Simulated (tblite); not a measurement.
Start geometry of `O=CC1=C[CH]CCC1` [radical] from a force field or distance geometry (Å):
```
atom  x, y, z in Å
O1     3.1955   -0.7658   -0.5851
C2     2.5016    0.2523   -0.4674
C3     1.0622    0.1991   -0.1632
C4     0.3911    1.3700   -0.0334
C5    -1.0153    1.3837    0.3014
C6    -1.7398    0.0975    0.5491
C7    -1.1252   -1.0567   -0.2419
C8     0.3998   -1.1391   -0.0521
H9     2.9541    1.2505   -0.5499
H10    0.8821    2.3250   -0.1135
H11   -1.4893    2.3287    0.5375
H12   -1.7025   -0.1240    1.6272
H13   -2.7950    0.2123    0.2896
H14   -1.5856   -2.0063    0.0617
H15   -1.3555   -0.9172   -1.3027
H16    0.6214   -1.5689    0.9400
H17    0.7935   -1.8290   -0.8073
```

Problem. What comes out of this run: GFN2-xTB geometry optimisation, gas phase in tblite?

Solution. 
```
atom  x, y, z in Å
O1     3.1569   -0.7730   -0.7134
C2     2.4579    0.2105   -0.5310
C3     1.0692    0.1820   -0.1748
C4     0.3426    1.3657    0.0163
C5    -0.9679    1.3585    0.3802
C6    -1.7262    0.0888    0.5428
C7    -1.0971   -1.0322   -0.2839
C8     0.3943   -1.1338    0.0229
H9     2.8826    1.2282   -0.6395
H10    0.8579    2.3075   -0.1171
H11   -1.4871    2.2848    0.5754
H12   -1.7178   -0.1900    1.6044
H13   -2.7713    0.2360    0.2611
H14   -1.5921   -1.9809   -0.0726
H15   -1.2276   -0.8093   -1.3452
H16    0.5352   -1.4456    1.0654
H17    0.8835   -1.8851   -0.6007
```

The energy falls by 25.3 kJ/mol over 65 L-BFGS steps, the largest force on an atom goes from 3.91 to 0.010 eV/Å, and the atoms move by 0.112 Å rms after alignment. The bond that changes most is C4–C5 (both ends carbon bonded to 2 C and H), which shortens by 0.086 Å. Bonds longer at the end by more than 0.005 Å: 3 of 17; shorter: 8. Among the angles that change most is C3–C4–H10, from 122.2° to 118.1°. Among the dihedrals that turn most is C4–C3–C8–H17, from 139° to 152°. Rotational constants go from 4472, 1466, 1143 to 4567, 1487, 1166 MHz. The orientation of the end geometry is arbitrary; only internal coordinates are fixed.

Its GFN2-xTB frequencies are all real (lowest 81 cm⁻¹). 3 starts were optimised and ended at 0.00, 0.01 and 0.66 kcal/mol (GFN2-xTB); the lowest of these is shown.

One conformer stands for the species.

All values are computed, not measured.
